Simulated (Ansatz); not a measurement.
Cartesian coordinates in Å:
```
F -0.948 0.631 -1.520
Sn -0.071 -0.158 -0.024
Br 2.319 0.139 -0.433
Br -0.754 1.168 1.911
H -0.546 -1.780 0.066
```

Charge 0, multiplicity 1. Sn takes the def2 core potential.

Problem. List the PBE/def2-TZVPP orbital energies in eV (Ansatz). (Best estimate.)

Solution. Ansatz gave: Occupied: -13089.45, -13089.45, -1682.57, -1682.57, -1516.95, -1516.95, -1516.87, -1516.87, -1516.87, -1516.87, -659.40, -229.35, -229.35, -171.54, -171.54, -171.30, -171.30, -171.30, -171.30, -135.02, -91.00, -90.96, -90.90, -68.20, -68.20, -68.13, -68.13, -68.13, -68.13, -67.95, -67.95, -67.95, -67.95, -29.26, -27.49, -27.43, -27.34, -27.32, -26.60, -19.81, -19.44, -13.53, -10.36, -10.06, -9.93, -8.94, -8.93, -7.94, -7.77, -7.72, -7.61. Lowest empty: -3.30, -1.52, -1.25, 0.32, 1.62, 1.80, 2.01, 2.74.
